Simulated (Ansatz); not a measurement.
Al9P9H24, a nanocrystal cut from wurtzite AlP (hydrogen-capped). Total charge 0; singlet. Geometry PBE-D4/def2-SVP.

Cartesian coordinates in Å:
```
Al -0.587 3.757 2.978
P -2.717 3.000 1.970
P 0.795 2.104 1.875
Al 0.343 -0.121 2.624
Al -2.866 1.153 0.421
P -1.771 -0.652 1.555
P 1.885 -1.607 1.562
Al 1.658 -3.889 2.336
Al -1.774 -2.561 0.107
P -0.585 -4.253 1.354
Al 0.915 2.438 -0.488
P -1.251 1.672 -1.271
P 2.430 0.832 -1.405
Al 2.059 -1.454 -0.817
Al -1.229 -0.119 -2.863
P -0.213 -1.862 -1.570
Al 2.784 1.135 -3.781
P 0.480 0.519 -4.446
H -0.714 3.443 4.544
H -0.320 5.218 2.374
H -3.684 2.735 2.992
H -3.387 4.097 1.341
H 2.129 2.363 2.334
H 0.237 -0.285 4.209
H -4.347 0.856 -0.096
H -2.670 -1.006 2.613
H 3.168 -1.176 2.035
H 1.446 -3.936 3.923
H 2.644 -4.865 1.533
H -3.205 -3.030 -0.424
H -1.496 -4.718 2.355
H -0.583 -5.422 0.528
H 1.184 3.946 -0.939
H -1.825 2.775 -1.984
H 3.689 1.151 -0.796
H 3.075 -2.491 -1.482
H -2.634 -0.475 -3.531
H -0.136 -2.974 -2.471
H 2.937 2.688 -4.143
H 3.725 -0.021 -4.370
H -0.097 1.551 -5.253
H 0.507 -0.515 -5.434
```

Single mean-field runs in def2-SVP, def2-TZVP are fitted with def2-universal-jkfit.

Question: Estimate the orbital energies around the gap (eV) in Ansatz with PBE-D4/def2-SVP, PBE-D4/def2-TZVP, r2SCAN-D4/def2-TZVP, PBE0-D4/def2-SVP, PBE0-D4/def2-TZVP.

Answer: 
```csv
orbital,PBE-D4/def2-SVP,PBE-D4/def2-TZVP,r2SCAN-D4/def2-TZVP,PBE0-D4/def2-SVP,PBE0-D4/def2-TZVP
HOMO−9,-7.02,-7.04,-7.34,-8.22,-8.21
HOMO−8,-7.02,-7.04,-7.34,-8.22,-8.21
HOMO−7,-6.93,-6.96,-7.26,-8.11,-8.10
HOMO−6,-6.93,-6.95,-7.26,-8.11,-8.10
HOMO−5,-6.79,-6.81,-7.10,-7.94,-7.92
HOMO−4,-6.79,-6.81,-7.10,-7.94,-7.92
HOMO−3,-6.77,-6.79,-7.08,-7.90,-7.89
HOMO−2,-6.55,-6.57,-6.86,-7.69,-7.68
HOMO−1,-6.26,-6.27,-6.54,-7.32,-7.30
HOMO,-6.26,-6.27,-6.54,-7.32,-7.30
LUMO,-2.15,-2.42,-2.31,-1.44,-1.70
LUMO+1,-2.03,-2.27,-2.13,-1.32,-1.53
LUMO+2,-2.03,-2.27,-2.13,-1.32,-1.53
LUMO+3,-1.75,-1.92,-1.70,-1.04,-1.20
LUMO+4,-1.56,-1.79,-1.59,-0.84,-1.05
LUMO+5,-1.56,-1.79,-1.59,-0.84,-1.05
```
